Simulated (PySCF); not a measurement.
**How methods differ on the ionisation energy of F²⁺**

F²⁺ [He] 2s2 2p3 (4S) → F³⁺ [He] 2s2 2p2 (3P), as a difference of total energies. Calculation: PySCF 2.14, in cc-pVDZ-DK (3s2p1d, 14 functions); the spin-free X2C one-electron Hamiltonian (Gaussian nucleus). Correlated levels: valence: 1s2 frozen. The calculations carry no spin-orbit coupling.

```tsv
method	ionisation energy (eV)
UHF	62.220
PBE	62.933
M06-L	62.949
MP2 (valence)	62.512
SCS-MP2 (valence)	62.331
CCSD (valence)	62.262
CCSD(T) (valence)	62.258
```

Problem. How much does correlation contribute at CCSD(T) (valence)?

Solution. 62.258 − (62.220) = 0.038 eV, measured against UHF.

Errors of the correlated levels include the incompleteness of this basis and the frozen core.

For comparison: 62.708 eV (semi-empirical (NIST evaluation); NIST Atomic Spectra Database, ionization energies).
